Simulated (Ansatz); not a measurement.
Consider the formal loss of a carbene: `C[SiH]1[CH2][Al]1[SH]` → `[CH2]` (triplet) + `[SH][Al]1[CH2][SiH2]1`.

Computed with Ansatz on PBE0-D4/def2-TZVP structures; ΔE is electronic, products minus reactants. CCSD(T)/CBS is the MP2 limit (def2-TZVPP, def2-QZVPP) plus CCSD(T) − MP2 in def2-TZVPP, frozen cores. This one scheme is used for every species. DFT in def2-TZVPP. Triplets are unrestricted, without spin–orbit coupling. One conformer a species, not always the lowest.

```json
{"level": "revPBE-D4", "ΔE (kJ/mol)": "468.6"}
{"level": "B2PLYP", "ΔE (kJ/mol)": "466.5"}
{"level": "HF/def2-TZVPP", "ΔE (kJ/mol)": "323.5"}
{"level": "MP2/def2-TZVPP", "ΔE (kJ/mol)": "480.4"}
```

(1) What does CCSD(T)/CBS give? (Estimate.)

(2) What do rigid-rotor, harmonic-oscillator terms from PBE0-D4/def2-TZVP frequencies (298.15 K, 1 bar) make of the CCSD(T)/CBS value? (Best estimate.)

Largest T1 diagnostic among the species: 0.013.

## Answers

(1) Computed: +476.7 kJ/mol. The listed levels differ from it by -8.1, -10.2, -153.2, 3.7 kJ/mol.

(2) The calculation gave: ΔZPE = -31.6 kJ/mol, ΔH = +450.9 kJ/mol, ΔS = 160 J/(mol·K), ΔG = +403.0 kJ/mol. Open shells count their whole term as degenerate.

Leaving LDA and LC-ωPBE aside and taking each functional with its dispersion term where it has one, the values, not all of them listed here, spread over 33.1 kJ/mol, from r2SCAN0-D4 to ωB97X-V. LDA lies +70.7 kJ/mol from PBE without D4. The D4 term adds +10.0 kJ/mol with B3LYP and +5.5 kJ/mol with PBE0; it sums over pairs of atoms, weighted by their polarisabilities, and B3LYP, whose exchange is more repulsive, gets the larger term. At CCSD(T), def2-SVP lies −30.2 kJ/mol from the extrapolated value and def2-TZVPP −12.5 kJ/mol.

B3LYP here is the variant with VWN-RPA as its local correlation; programs differ in this.
